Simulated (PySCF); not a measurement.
**Two-dimensional NMR puzzle**

Compound of formula C5H11NO2Si. Correlations simulated from computed shifts and the bond graph:

HSQC (one-bond C–H):
```tsv
δH	δC
6.61	157.0
4.35	93.2
4.29	93.2
3.11	26.8
2.08	24.6
```

COSY cross peaks (H two or three bonds apart, from the bond graph; peaks can be absent where the dihedral angle is near 90°):
```tsv
δH	δH
6.61	4.35
6.61	4.29
5.18	2.08
4.54	3.11
4.35	4.29
```

HMBC (two and three bonds, from the bond graph):
```tsv
δH	δC
6.61	93.2
5.18	174.5, 157.0, 24.6
4.54	174.5, 26.8, 24.6
4.35	157.0
4.29	157.0
3.11	174.5
2.08	174.5
```

Carbons without hydrogens: δ 174.5.

Method: GFN2-xTB geometry, PBE0/pcSseg-1 with gauge-including orbitals, in PySCF 2.14 (no solvent, rapidly exchanging positions averaged, non-relativistic Hamiltonian, one computed conformer).

References, each an isolated molecule treated in the same way: TMS for 1H (31.72 ppm), 13C (186.93 ppm).

Exchangeable hydrogens are left out of these lists.

**Question.** Which molecule is this?

**Answer.** SMILES N(C(C[SiH2]OC=C)=O)C.

Structure with atom numbers: `[CH2:1]=[CH:2][O:3][SiH2:4][CH2:5][C:6](=[O:7])[NH:8][CH3:9]`. Hydrogens are named by the atom that carries them. Ha(C1) is cis to O3; Hb(C1) is trans to O3.

δC 174.5 is C6, an amide carbonyl carbon. δC 157.0 is C2, an alkene carbon bearing oxygen (δH 6.61). δC 93.2 is C1, a β carbon of an enol-ether or enamine type C=C (δH 4.35, 4.29). δC 26.8 is C9, a methyl carbon bonded to N (δH 3.11). δC 24.6 is C5, an sp3 CH2 bonded to Si, α to a carbonyl (δH 2.08). HMBC from δH 5.18 reaches the proton-free carbon C6. HMBC from δH 3.11 reaches the proton-free carbon C6. HMBC from δH 2.08 reaches the proton-free carbon C6. COSY links 6.61–4.35, 6.61–4.29, 5.18–2.08, 4.54–3.11, 4.35–4.29.

The shifts were computed for this structure.

OH/NH shifts are gas-phase values; hydrogen bonding in solution moves them, usually downfield. Shifts are as computed. Against solution values, carbons near 30 ppm lie about +3 ppm off and those near 130 ppm about +5 ppm. Of 1211 compounds with measured shifts, 218 miss one by over three times the rms of a fit or turn the order of signals round; such compounds aren't used in these exercises. The C=O carbon of an acid or of an amide with N–H lies up to 10 ppm further downfield in solution, through hydrogen bonding that the calculation lacks.
